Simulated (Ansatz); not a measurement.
Reaction (formal hydrolysis of the Al–F bond): `C[O][Al]([OH])[F]` + H₂O → `C[O][Al]([OH])[OH]` + H–F

Program: Ansatz. Geometries: PBE0-D4/def2-TZVP. ΔE: electronic, gas phase. CBS: MP2 limit from def2 TZ/QZ plus the TZ coupled-cluster correction, frozen cores. This one scheme is used for every species. DFT in def2-TZVPP. HSE06 is defined as in plane-wave codes. Each species was taken in one conformer, which may not be the lowest.

Task: Is it downhill or uphill in electronic energy at CCSD(T)/CBS, and by how much? (Estimate.)

Result: Computed: Uphill: ΔE = +47.2 kJ/mol.

Task: What do these levels give: LDA (SPW92), r2SCAN-D4, B97M-V, PBE0-D4, r2SCAN0-D4, HSE06-D4, BHLYP-D4, r2SCAN, HSE06, LC-ωPBE, RPA@PBE/def2-TZVPP, HF/def2-QZVPP? (Best estimate.)

Result: Computed: LDA (SPW92) 41.8, r2SCAN-D4 47.7, B97M-V 50.2, PBE0-D4 45.3, r2SCAN0-D4 46.8, HSE06-D4 45.2, BHLYP-D4 48.0, r2SCAN 48.1, HSE06 46.3, LC-ωPBE 47.9, RPA@PBE/def2-TZVPP 45.9, HF/def2-QZVPP 53.5 kJ/mol.

Largest T1 diagnostic among the species: 0.012.

At CCSD(T), def2-SVP lies +3.3 kJ/mol from the extrapolated value and def2-TZVPP −1.7 kJ/mol. In def2-TZVPP, CCSD(T) changes the Hartree–Fock value by −6.1 kJ/mol (the triples alone add −1.0 kJ/mol) and MP2 by −7.0 kJ/mol. Leaving LDA and LC-ωPBE aside and taking each functional with its dispersion term where it has one, the values spread over 5.0 kJ/mol, from HSE06-D4 to B97M-V. LDA lies −5.2 kJ/mol from PBE without D4.
